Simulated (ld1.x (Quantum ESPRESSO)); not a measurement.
## How hard is this iron (Fe) TM semilocal potential?

```
Element                 : iron
Generator               : ld1.x (Quantum ESPRESSO) 7.5
Type                    : norm-conserving Troullier–Martins (semilocal form)
Functional              : PBEsol
Relativity              : scalar-relativistic
Frozen core             : [Ar]
Valence charge          : 8
Reference configuration : 3d6 4s1.75 4p0.25
Partial waves           : 4s (bound): rc 2.25 bohr; 3d (bound): rc 0.80 bohr; 4p (bound): rc 3.50 bohr
Local potential         : the p channel
Core correction         : Bessel-smoothed model core, default radius (core density twice the valence density)
```

The pseudo-atom Hamiltonian at the reference potential is diagonalised in spherical Bessel functions j_l(qr) that vanish at 20 bohr, with q² up to the cutoff. All-electron valence levels (Ry): 4s -0.4119, 3d -0.5863, 4p -0.1124.

Task: How do the lowest levels (Ry) of each channel move with the cutoff, and are there ghosts?

Result:

```json
{"cutoff (Ry)": "8", "s #1": "-0.4089", "d #1": "0.0255", "p #1": "-0.1124", "p #2": "0.0338", "Σ f·Δε (mRy)": "3693.5"}
{"cutoff (Ry)": "15", "s #1": "-0.4100", "d #1": "0.0251", "p #1": "-0.1124", "p #2": "0.0338", "Σ f·Δε (mRy)": "3689.2"}
{"cutoff (Ry)": "25", "s #1": "-0.4117", "d #1": "0.0245", "p #1": "-0.1124", "p #2": "0.0338", "Σ f·Δε (mRy)": "3682.5"}
{"cutoff (Ry)": "35", "s #1": "-0.4118", "d #1": "0.0236", "p #1": "-0.1124", "p #2": "0.0338", "Σ f·Δε (mRy)": "3676.5"}
{"cutoff (Ry)": "50", "s #1": "-0.4119", "d #1": "0.0185", "p #1": "-0.1124", "p #2": "0.0338", "Σ f·Δε (mRy)": "3646.1"}
{"cutoff (Ry)": "70", "s #1": "-0.4119", "d #1": "-0.0423", "p #1": "-0.1124", "p #2": "0.0338", "Σ f·Δε (mRy)": "3281.4"}
{"cutoff (Ry)": "100", "s #1": "-0.4119", "d #1": "-0.2250", "p #1": "-0.1124", "p #2": "0.0338", "Σ f·Δε (mRy)": "2185.3"}
{"cutoff (Ry)": "140", "s #1": "-0.4119", "d #1": "-0.4407", "p #1": "-0.1124", "p #2": "0.0338", "Σ f·Δε (mRy)": "891.1"}
{"cutoff (Ry)": "180", "s #1": "-0.4119", "d #1": "-0.5431", "p #1": "-0.1124", "p #2": "0.0338", "Σ f·Δε (mRy)": "276.5"}
{"cutoff (Ry)": "260", "s #1": "-0.4119", "d #1": "-0.5876", "p #1": "-0.1124", "p #2": "0.0338", "Σ f·Δε (mRy)": "9.4"}
{"cutoff (Ry)": "400", "s #1": "-0.4119", "d #1": "-0.5892", "p #1": "-0.1124", "p #2": "0.0338", "Σ f·Δε (mRy)": "0.0"}
```

Result: no extra level below or beside the all-electron valence levels (s, d, p tested); the semilocal form is local in each channel, so this says nothing of the separable form that plane-wave codes build from it; 10 mRy is reached at 260 Ry and 1 mRy at 300 Ry.
